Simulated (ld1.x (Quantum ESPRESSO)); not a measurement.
## Configuration tests for B (Z = 5) (TM)

| Item | Value |
| --- | --- |
| Element | B |
| Generator | ld1.x (Quantum ESPRESSO) 7.5 |
| Type | norm-conserving Troullier–Martins (Kleinman–Bylander form) |
| Functional | PBE |
| Relativity | scalar-relativistic |
| Frozen core | [He] |
| Valence charge | 3 |
| Reference configuration | 2s1 2p2 |
| Partial waves | 2s (bound): rc 1.55 bohr; 2p (bound): rc 3.40 bohr |
| Local potential | the p channel |
| Core correction | Bessel-smoothed model core, default radius (core density twice the valence density) |

Energies are relative to the spin-unpolarised reference configuration 2s1 2p2; without spin polarisation the order of configurations can differ from experiment.

**Question.** Give the all-electron excitation energy and the error of the potential for: 2s2 2p1; 2s2 2p0; 2s1 2p0; 2s2 2p0.5; 2s0 2p3; 2s2 2p1.3; 2s1 2p1.

**Answer.**

```csv
valence configuration,charge,ΔE all-electron (eV),error AE − PS (meV)
2s2 2p1,0,-5.851,-30
2s2 2p0,+1,2.369,+196
2s1 2p0,+2,27.791,+702
2s2 2p0.5,+0.5,-2.963,+27
2s0 2p3,0,5.870,-31
2s2 2p1.3,-0.3,-6.589,-45
2s1 2p1,+1,8.510,+46
```

Levels in the configuration 2s2 2p1.3:

| level | all-electron (eV) | pseudo (eV) |
| --- | --- | --- |
| 2s | -7.060 | -6.949 |
| 2p | -1.382 | -1.344 |
